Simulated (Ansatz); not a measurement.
Species: H2AlS2, SMILES `[SH][Al][SH]` (H–S–Al–S torsion -180°, S–Al–S–H torsion -180°) (charge 0, multiplicity 2), formula H2AlS2.

Q: How many basis functions does frozen-core CCSD(T)/cc-pVTZ // r2SCAN-D4/def2-TZVP (Ansatz, an electronic-structure program) use, how many core orbitals are frozen, and how many electrons are correlated?

A: 130 basis functions and 15 frozen orbitals, which leaves 17 correlated electrons. Core time is of the order of seconds.
